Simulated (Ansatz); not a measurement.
Isolated molecules relaxed with PBE0-D4/def2-TZVP in Ansatz; ΔE leaves out vibrations. CCSD(T)/CBS is the MP2 limit (def2-TZVPP, def2-QZVPP) plus CCSD(T) − MP2 in def2-TZVPP, frozen cores. Functionals use def2-TZVPP. B3LYP here is the variant with VWN-RPA as its local correlation; programs differ in this. For Se outer-core shells are correlated without core-valence functions, which leaves a few kJ/mol of doubt a bond. Scalar relativity is left out up to krypton. Each species was taken in one conformer, which may not be the lowest.

Consider the redistribution: `O[SiH](F)[SiH2]F` + `COC[SeH]` → `F[SiH2]OC[SeH]` + `C[SiH](O)F`.

| level | ΔE (kJ/mol) | difference from CCSD(T)/CBS |
| --- | --- | --- |
| PBE-D4 | -195.8 | 30.9 |
| r2SCAN-D4 | -219.5 | 7.2 |
| PBE0-D4 | -208.1 | 18.6 |
| B3LYP-D4 | -215.9 | 10.8 |
| ωB97X-V | -215.7 | 11.0 |
| ωB97M-V | -228.3 | -1.6 |
| B2PLYP | -223.3 | 3.4 |
| PBE | -194.3 | 32.4 |
| r2SCAN | -219.2 | 7.5 |
| PBE0 | -206.9 | 19.8 |
| B3LYP | -213.5 | 13.2 |
| HF/def2-TZVPP | -232.3 | -5.6 |
| MP2/def2-TZVPP | -237.3 | -10.6 |
| SCS-MP2/def2-TZVPP | -231.6 | -4.9 |
| CCSD/def2-TZVPP | -226.7 | 0.0 |
| CCSD(T)/def2-TZVPP | -224.4 | 2.3 |
| HF/def2-QZVPP | -233.6 | -6.9 |
| MP2/def2-QZVPP | -239.2 | -12.5 |
| SCS-MP2/def2-QZVPP | -233.5 | -6.8 |
| HF/CBS(def2) | -233.8 | -7.1 |
| MP2/CBS(def2) | -239.7 | -13.0 |
| CCSD/CBS(def2) | -229.1 | -2.4 |
| CCSD(T)/CBS | -226.7 | 0 |

Largest T1 diagnostic among the species: 0.012.

From PBE to PBE0 (25 % exact exchange), in def2-TZVPP and without D4, ΔE moves by −12.6 kJ/mol.
